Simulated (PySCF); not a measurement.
# Atomic charges by several schemes

Compound: C2H14N2Si3.
Cartesian coordinates in Å at the GFN2-xTB level; atoms count from 1:
```xyz
21
C2H14N2Si3 angstrom
C     -0.6803   -2.8948    0.1532
N     -0.7625   -1.8974   -0.8853
Si    -0.2391   -0.2567   -0.7071
C     -1.4350    0.8257    0.3310
Si    -1.1067    2.6930    0.3002
Si     1.8883   -0.3324    0.1647
N      2.5333    1.2627    0.0191
H     -1.5234   -2.8512    0.8543
H      0.2385   -2.7423    0.7164
H     -0.6547   -3.8945   -0.2865
H     -1.5577   -2.0648   -1.4834
H     -0.3594    0.2120   -2.1046
H     -2.4576    0.6493   -0.0104
H     -1.4077    0.4893    1.3697
H     -1.1875    3.1891   -1.0783
H      0.2120    2.9901    0.8562
H     -2.1313    3.3851    1.0947
H      2.0056   -0.5946    1.6102
H      2.7496   -1.3615   -0.4595
H      3.4511    1.4467    0.3907
H      2.4157    1.7642   -0.8457
```

Density: PBE0/pcSseg-1 (PySCF); schemes: Mulliken, IAO, Hirshfeld and ESP-fitted. The structure is a single GFN2-xTB conformer in the gas phase; no vibrational or solvent corrections.

**Question.** What partial charge does each atom carry?

**Answer.** In e:

| atom | environment | Mulliken | IAO | Hirshfeld | ESP-fitted |
| --- | --- | --- | --- | --- | --- |
| C1 | N-methyl carbon | -0.102 | -0.292 | -0.069 | +0.012 |
| N2 | silicon-bound nitrogen | -0.681 | -0.664 | -0.249 | -0.793 |
| Si3 | SiH silicon | +0.555 | +0.732 | +0.301 | +0.449 |
| C4 | sp3 carbon bound to silicon | -0.845 | -0.838 | -0.255 | -0.333 |
| Si5 | SiH3 silicon | +0.476 | +0.597 | +0.300 | +0.333 |
| Si6 | SiH2 silicon | +0.451 | +0.582 | +0.270 | +0.574 |
| N7 | silicon-bound nitrogen | -0.630 | -0.837 | -0.314 | -1.050 |
| H8 | methyl hydrogen | +0.101 | +0.119 | +0.031 | +0.043 |
| H9 | methyl hydrogen | +0.121 | +0.136 | +0.042 | +0.034 |
| H10 | methyl hydrogen | +0.116 | +0.142 | +0.042 | +0.071 |
| H11 | N–H hydrogen | +0.194 | +0.252 | +0.112 | +0.383 |
| H12 | Si–H hydrogen | -0.063 | -0.125 | -0.086 | -0.127 |
| H13 | methylene hydrogen | +0.167 | +0.159 | +0.039 | +0.103 |
| H14 | methylene hydrogen | +0.167 | +0.156 | +0.037 | +0.090 |
| H15 | Si–H hydrogen | -0.088 | -0.127 | -0.084 | -0.101 |
| H16 | Si–H hydrogen | -0.057 | -0.109 | -0.079 | -0.081 |
| H17 | Si–H hydrogen | -0.089 | -0.122 | -0.085 | -0.114 |
| H18 | Si–H hydrogen | -0.089 | -0.125 | -0.087 | -0.110 |
| H19 | Si–H hydrogen | -0.089 | -0.150 | -0.098 | -0.161 |
| H20 | N–H hydrogen | +0.193 | +0.260 | +0.118 | +0.406 |
| H21 | N–H hydrogen | +0.193 | +0.256 | +0.112 | +0.371 |

Mean size of the charges over all atoms: IAO 0.323 e, ESP-fitted 0.273 e, Mulliken 0.260 e, Hirshfeld 0.134 e. Each set sums to the total charge, 0, to within 0.001 e. The Hirshfeld scheme divides the density at each point in proportion to the densities of the neutral, spherically averaged free atoms.

Lowest charge. The schemes don't all agree: Mulliken C4 (-0.845); IAO C4 (-0.838); Hirshfeld N7 (-0.314); ESP-fitted N7 (-1.050).

Highest charge. The schemes don't all agree: Mulliken Si3 (+0.555); IAO Si3 (+0.732); Hirshfeld Si3 (+0.301); ESP-fitted Si6 (+0.574).

**Question.** How closely do the schemes follow one another over all atoms?

**Answer.** Correlation coefficient and root-mean-square difference: Mulliken with IAO 0.99, 0.090 e; IAO with Hirshfeld 0.98, 0.252 e; Mulliken with Hirshfeld 0.95, 0.199 e; Hirshfeld with ESP-fitted 0.91, 0.239 e; IAO with ESP-fitted 0.91, 0.175 e; Mulliken with ESP-fitted 0.89, 0.177 e.

**Question.** How many electrons does the ESP-fitted scheme count on Si3?

**Answer.** Z − q = 14 − (+0.449) ≈ 13.552.

These values come from a run that also computed NMR shieldings. Hardware: one thread, Arm Neoverse V2 (aarch64), shared host with 192 logical CPUs at a one-minute load of 336. Cost: 43 s wall, 1.0 GiB resident at most.
